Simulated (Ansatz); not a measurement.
Job for Ansatz (a program for electronic structure): R-wB97M-V/def2-TZVPPD on AsH7Si (a complex). Files ending in .json are basis or fitting sets from the Basis Set Exchange.

Ansatz 0.2 input:
```yaml
crystal:
  periodic: [false, false, false]
  atoms:
    - {symbol: Si, position_ang: [0.00474387, -0.08228078, 0.19729922]}
    - {symbol: H, position_ang: [0.31397630, -0.62958426, -1.14309886]}
    - {symbol: H, position_ang: [-1.42185911, 0.30733567, 0.25608056]}
    - {symbol: H, position_ang: [0.85178177, 1.10246107, 0.45833281]}
    - {symbol: H, position_ang: [0.27391406, -1.11349795, 1.22468440]}
    - {symbol: As, position_ang: [0.11189571, 0.43854634, 4.17743292]}
    - {symbol: H, position_ang: [-0.62621985, 1.02907280, 5.37513152]}
    - {symbol: H, position_ang: [-0.72314903, -0.83614245, 4.22043936]}
    - {symbol: H, position_ang: [-0.85033237, 1.09680387, 3.19389335]}
basis:
  gaussian:
    orbitals: def2-TZVPPD.json
hamiltonian:
  xc: {name: wB97M-V}
scf: {lower_state_search: off}
```

The log:

```
Functional definition: wB97M-V
[...]
these checks for a lower state are left out or cut short: stability, starts, cluster_reference, orbital_swaps, neighbouring_geometries, increment
integrals: 0.19 GiB planned
1141 factors; their error is unknown
integrals: 0.22 GiB planned
327 factors; integrals over basis functions are off by at most 2.0e-5 eV
mean field: 1.48 GiB planned
mean field evaluation 1: about -68827.1930 eV, gradient 1.1e1 eV
mean field evaluation 2: about -68827.4677 eV, gradient 6.3e0 eV
mean field evaluation 4: about -68827.5056 eV, gradient 3.0e-1 eV
mean field evaluation 8: about -68827.6582 eV, gradient 4.2e-1 eV
mean field evaluation 16: about -68827.6584 eV, gradient 2.5e-5 eV
mean field -68827.65839775 eV, -2529.3697930547 hartree, gradient 3.3e-6 eV, S^2 0.000000; 0 other end points of the search recorded, 0 dependent functions left out
reference -68827.65845554 eV, -2529.3697951784 hartree; 27, 27 occupied and 194, 194 virtual orbitals, 1141 factors
Total energy: -68827.65845554 eV, -2529.3697951784 hartree
Checks for a lower state left out: stability, starts, cluster_reference, orbital_swaps, neighbouring_geometries, increment
```

The calculation finished and met its thresholds.

Cost: very roughly 12 core-seconds.
